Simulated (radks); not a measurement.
Q: Mn, 25 electrons, occupied as [Ar] 3d5 4s1 6s1 (not the ground configuration). Method: scalar-relativistic Kohn-Sham, PBE, spin-polarised, spherical densities, finite nucleus; open shells are filled with parallel spins first; Fermi nuclear charge, rms radius 3.7057 fm; computed with a radial shooting solver on a logarithmic mesh with Libxc functionals. Some entries of the table are withheld. Estimate them.

orbital,occ.,eigenvalue (hartree),<r> (bohr)
1s up,1,-236.4648,0.06090
1s down,1,-236.4640,0.06090
2s up,1,-27.55377,0.2797
2s down,1,-27.47629,0.2791
2p up,3,-23.36501,0.2474
2p down,3,-23.30586,0.2468
3s up,1,(1),0.8516
3s down,1,(2),0.8539
3p up,3,-2.28583,0.9039
3p down,3,-2.09341,0.9085
3d up,5,-0.52345,1.170
4s up,1,-0.38852,(3)
6s up,1,-0.03344,15.70

A: 
(1) 3s up eigenvalue (hartree): -3.43534
(2) 3s down eigenvalue (hartree): -3.24040
(3) 4s up <r> (bohr): 2.759
